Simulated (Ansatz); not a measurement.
Harmonic frequencies (cm⁻¹) at PBE0-D4/def2-TZVP from Ansatz: 56, 122, 154, 160, 181, 206, 213, 374, 412, 649, 656, 677, 722, 918, 930, 936, 944, 953, 955, 976, 986, 2200, 2210, 2228, 2230, 2247, 2252.

Each molecule was computed in one conformer, which needn't be the lowest.

**Question.** Which molecule is it?
A. `[F][Ge][N]([SiH3])[SiH3]`
B. `C[O][Ge][O]C`
C. `[SiH3][N]([SiH3])[Ge][Cl]`
D. `[SiH3][O][Ge][O][SiH3]`

**Answer.** C.
